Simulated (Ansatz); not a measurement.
Relaxation of ClF3H2OW (8 atoms, charge 0, multiplicity 1), to a largest force component of 0.03 eV/Å in at most 50 steps.

Theory: RKS B3LYP-D4/def2-SVP in Ansatz.

```xyz
8
Properties=species:S:1:pos:R:3:forces:R:3
W -0.461 -0.039 -0.543 -0.13 0.00 -0.28
Cl 1.501 -0.578 2.432 0.34 0.67 -0.48
H 1.651 0.307 1.440 -0.18 -0.74 0.77
F -0.231 1.806 -0.545 0.00 0.01 -0.01
F -1.810 0.157 0.712 -0.01 0.01 0.01
O -0.010 -1.737 -0.012 -0.01 0.04 -0.01
H 0.527 -2.120 0.702 0.00 0.00 -0.01
F 0.306 -0.163 -2.223 -0.01 0.01 0.01
```

Where does it end, and by what steps?

The run converged. After 15 steps the energy has fallen by 0.122 eV; Cl2 moved furthest, 0.86 Å.

```
step  energy less start (eV)  largest force component (eV/Å)  accepted
   0                  0.0000                           0.767       yes
   1                 -0.0463                           0.808       yes
   2                 -0.0571                           0.665       yes
   3                 -0.0260                           1.217        no
   4                 -0.0748                           0.428       yes
   5                 -0.0868                           0.269       yes
   6                 -0.0954                           0.190       yes
   7                 -0.0756                           0.446        no
   8                 -0.1064                           0.126       yes
   9                 -0.1114                           0.104       yes
  10                 -0.1141                           0.291       yes
  11                 -0.1194                           0.170       yes
  12                 -0.1210                           0.067       yes
  13                 -0.1215                           0.067       yes
  14                 -0.1216                           0.056       yes
  15                 -0.1220                           0.029       yes
```

```xyz
8
Properties=species:S:1:pos:R:3
W -0.650 0.045 -0.675
Cl 2.149 -1.148 2.410
H 1.961 0.075 2.029
F -0.693 1.873 -1.014
F -2.209 0.204 0.313
O -0.069 -1.462 0.184
H 0.548 -1.763 0.876
F 0.436 -0.191 -2.159
```

The run took 45 s on 4 threads of Arm Neoverse V1, on a shared host, peak memory 0.29 GiB.
